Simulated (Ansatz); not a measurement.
Ti₂S₃. The state is a singlet with charge 0. Geometry PBE-D4/def2-SVP; atoms count from 1.

Cartesian coordinates in Å:
```
Ti -0.3324 0.7439 0.9084
Ti -0.1352 -1.2088 -0.0991
S 1.1140 -0.8019 1.7717
S -1.3915 0.5204 -1.2802
S 0.7451 0.7464 -1.3008
```

Another isomer (singlet) lies 2.50 eV lower at PBE0-D4/def2-TZVP; other spin states weren't run for this one.

Estimate the Mulliken populations from the PBE0/def2-TZVP orbitals of Ansatz.


| atom | charge (e) | d electrons |
| --- | --- | --- |
| Ti1 | 0.57 | 2.73 |
| Ti2 | 0.57 | 2.73 |
| S3 | -0.60 | – |
| S4 | -0.31 | – |
| S5 | -0.24 | – |
Mulliken values depend strongly on the basis.

And the Mayer bond orders between heavy atoms (over 0.3)?

Ti1–Ti2 2.01 (2.21 Å); Ti1–S3 1.08 (2.29 Å); Ti1–S4 0.59 (2.44 Å); Ti1–S5 0.65 (2.46 Å); Ti2–S3 1.08 (2.29 Å); Ti2–S4 0.59 (2.44 Å); Ti2–S5 0.65 (2.46 Å); S4–S5 1.05 (2.15 Å).
